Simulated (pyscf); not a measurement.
**•H₂C–InH–OH, doublet**

Gas-phase minimum from PySCF at ωB97X-D3(BJ)/def2-SVP, one conformer. •H₂C–InH–OH lies 35.6 kcal/mol over its isomer [H₃C–In–OH]• (electronic energy, ωB97M-D3(BJ)/def2-TZVP). 

SMILES: [CH2][InH][OH]
```xyz
7

C      0.5623    -1.1308    -0.0260
In     0.5312     0.9535     0.2855
O     -1.3491     1.6132     0.4850
H     -0.3657    -1.7140    -0.0680
H      1.4760    -1.7227    -0.1571
H      1.8005     2.1064     0.3881
H     -1.4163     2.5636     0.6293
```
Charge 0, spin multiplicity 2.

Bonds (Å): C1–In2 2.108, C1–H4 1.097, C1–H5 1.097, In2–O3 2.003, In2–H6 1.718, O3–H7 0.964. Angles (°): In2–C1–H4 121.3, In2–C1–H5 124.3, H4–C1–H5 114.4, C1–In2–O3 110.8, C1–In2–H6 131.4, O3–In2–H6 117.8, In2–O3–H7 113.9.

Properties at ωB97X-D3(BJ)/def2-SVP:

| Quantity | Value |
|---|---|
| Harmonic wavenumbers, unscaled | 136, 188, 335, 423, 480, 554, 582, 617, 671, 777, 1357, 1849, 3152, 3266, 3911 cm⁻¹ |
| Zero-point energy | 26.2 kcal/mol |
| Rotational symmetry number | 1 |
| Entropy of this conformer at 298 K and 1 atm, rigid rotor and harmonic oscillator, modes under 100 cm⁻¹ raised to 100 | 321.6 J/(mol K) |
| Dipole moment | 1.69 D |
| Spin expectation value S2 | 0.754 |

Single-point totals, which compare only within one level (frozen core for MP2 and CC):

| level | total energy (hartree) |
|---|---|
| ωB97X-D3(BJ)/def2-TZVP | -305.95886 |
| PBE/def2-TZVP | -305.71641 |
| r²SCAN/def2-TZVP | -305.86576 |
| B3LYP-D3(BJ)/def2-TZVP | -305.93333 |
| PBE0-D3(BJ)/def2-TZVP | -305.72415 |
| M06-2X/def2-TZVP | -305.72872 |
| ωB97M-D3(BJ)/def2-TZVP | -305.90597 |
| UHF/def2-TZVPP | -304.27134 |
| MP2/def2-TZVPP | -304.95245 |
| CCSD/def2-TZVPP | -304.96883 |
| CCSD(T)/def2-TZVPP | -304.99221 |

Soft torsions are taken as harmonic, which can shift the entropy by several J/(mol K). The CCSD(T) − MP2 part came from Ansatz, without density fitting, on the same reference. The frozen core leaves the outer d or s,p core shells of the metals and heavy elements correlated in the MP2 and CC values, and def2-TZVPP describes them poorly, so these totals are far from the basis limit. Elements past Kr carry the def2 core potentials, without spin-orbit coupling.
